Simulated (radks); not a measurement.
Species: the xenon ion Xe4+. Configuration: [Kr] 4d10 5s2 5p2. Method: Dirac Kohn-Sham, PBE, spin-unpolarised, spherical densities, finite nucleus; open shells fill j = l - 1/2 first; Fermi nuclear charge, rms radius 4.7859 fm; computed with a radial shooting solver on a logarithmic mesh with Libxc functionals.

Normalised radial functions P(r) = r R(r) (large component), r in bohr:

r           4p1/2    4d3/2    5d3/2
0.002206   0.0099   0.0000   0.0000
0.002942   0.0148   0.0001   0.0000
0.003924   0.0223   0.0002   0.0001
0.005234   0.0340   0.0004   0.0002
0.006981   0.0522   0.0009   0.0003
0.00931    0.0798   0.0020   0.0007
0.01242    0.1210   0.0042   0.0015
0.01656    0.1799   0.0089   0.0031
0.02209    0.2589   0.0185   0.0064
0.02946    0.3541   0.0376   0.0130
0.0393     0.4484   0.0736   0.0255
0.05241    0.5034   0.1372   0.0476
0.0699     0.4577   0.2396   0.0829
0.09324    0.2481   0.3828   0.1322
0.1244    -0.1329   0.5421   0.1863
0.1659    -0.5590   0.6470   0.2199
0.2212    -0.7563   0.5851   0.1930
0.295     -0.4580   0.2601   0.0726
0.3935     0.3034  -0.2992  -0.1251
0.5249     1.0782  -0.8777  -0.3075
0.7        1.3384  -1.1778  -0.3408
0.9337     1.0062  -1.0637  -0.1505
1.245      0.4878  -0.6894   0.2034
1.661      0.1482  -0.3186   0.5571
2.215      0.0256  -0.0984   0.7197
2.955      0.0021  -0.0180   0.6053
3.941      0.0001  -0.0017   0.3310
5.256      0.0000  -0.0001   0.1055
7.01       0.0000  0.0000   0.0172

4p1/2: eigenvalue -196.11 eV, 2 radial nodes at r = 0.114, 0.355 bohr, <r> = 0.745 bohr, 90 % of the charge inside 1.09 bohr. 4d3/2: eigenvalue -106.68 eV, 1 radial node at r = 0.341 bohr, <r> = 0.864 bohr, 90 % of the charge inside 1.31 bohr. 5d3/2 (empty): eigenvalue -29.471 eV, 2 radial nodes at r = 0.331, 1.07 bohr, <r> = 2.53 bohr, 90 % of the charge inside 3.68 bohr.
